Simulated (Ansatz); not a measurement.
Consider the substitution at a C–In bond: `[CH3][InH][CH3]` + `FC(F)(F)S` → `CSC(F)(F)F` + `[CH3][InH2]`.

Isolated molecules relaxed with PBE0-D4/def2-TZVP in Ansatz; ΔE leaves out vibrations. CBS: MP2 limit from def2 TZ/QZ plus the TZ coupled-cluster correction, frozen cores. Functionals use def2-TZVPP. B3LYP here is the variant with VWN-RPA as its local correlation; programs differ in this. def2 core potentials past Kr. For In outer-core shells are correlated without core-valence functions, which leaves a few kJ/mol of doubt a bond. Each species was taken in one conformer, which may not be the lowest.

```
             level  ΔE (kcal/mol)  difference from CCSD(T)/CBS
           BLYP-D4            4.1                         -1.5
          B3LYP-D4            4.0                         -1.6
        r2SCAN0-D4            3.8                         -1.8
          BHLYP-D4            3.8                         -1.8
            r2SCAN            4.0                         -1.6
             BHLYP            4.0                         -1.6
           LC-ωPBE            4.0                         -1.6
   CCSD/def2-TZVPP            5.7                          0.1
SCS-MP2/def2-QZVPP            5.8                          0.2
      HF/CBS(def2)            3.1                         -2.5
       CCSD(T)/CBS            5.6                            0
```

Largest T1 diagnostic among the species: 0.013.

In def2-TZVPP, CCSD(T) changes the Hartree–Fock value by +2.7 kcal/mol (the triples alone add +0.1 kcal/mol) and MP2 by +3.6 kcal/mol. From BLYP to BHLYP (50 % exact exchange), in def2-TZVPP and without D4, ΔE moves by −1.1 kcal/mol. At CCSD(T), def2-SVP lies −1.0 kcal/mol from the extrapolated value and def2-TZVPP +0.2 kcal/mol.
